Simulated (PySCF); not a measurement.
Isomers of C2H14Si4, one GFN2-xTB conformer each. Single-point energies are computed at PBE0/pcSseg-1 (PySCF, gas phase, no added dispersion term), electronic only.

Question: Rank them by PBE0/pcSseg-1 energy, lowest first (kcal/mol).
A. `CC[Si]([SiH3])([SiH3])[SiH3]`
B. `[CH3:1][Si@@H:2]([SiH3:3])[Si@@H:4]([CH3:5])[SiH3:6]` with C1–Si2–Si4–C5 -165°

Answer: B (0.0), A (8.6).

GFN2-xTB itself gives, in the same order: 3.2, 0.0. GFN2-xTB puts CC[Si]([SiH3])([SiH3])[SiH3] lowest instead.

Q: Which frontier levels, dipoles and rotational constants go with these structures?

A: 
```csv
SMILES,"HOMO (eV, PBE0/pcSseg-1)",LUMO (eV),dipole (D),"A, B, C (MHz)"
C[Si@@H]([SiH3])[Si@@H](C)[SiH3],-7.84,-0.73,0.39,"1654, 819.0, 712.3"
CC[Si]([SiH3])([SiH3])[SiH3],-8.09,-0.59,1.06,"1156, 1034, 901.4"
```
